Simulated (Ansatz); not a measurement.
A run of Ansatz (development build ahead of 0.2.0) on singlet H2 at this shape:

```xyz
2

H     0.0106    0.0430   -0.3573
H    -0.0281   -0.0006    0.3391
```

Its results:

```
Converged                       : yes
Total energy                    : -1.12607 hartree
Spin squared of the determinant : 0.000
```

(1) Which input gives this output? Name the method, the orbitals and the basis set, and write the input.

Results:

(1) RHF in 6-31G. An unrestricted run that stays on the closed shell gives the same numbers.

```yaml
crystal:
  periodic: [false, false, false]
  atoms:
    - { symbol: H, position_ang: [0.01063, 0.04305, -0.35734] }
    - { symbol: H, position_ang: [-0.02807, -0.00065, 0.33907] }
basis:
  gaussian: { orbitals: "6-31G" }
hamiltonian:
  xc: hf
```
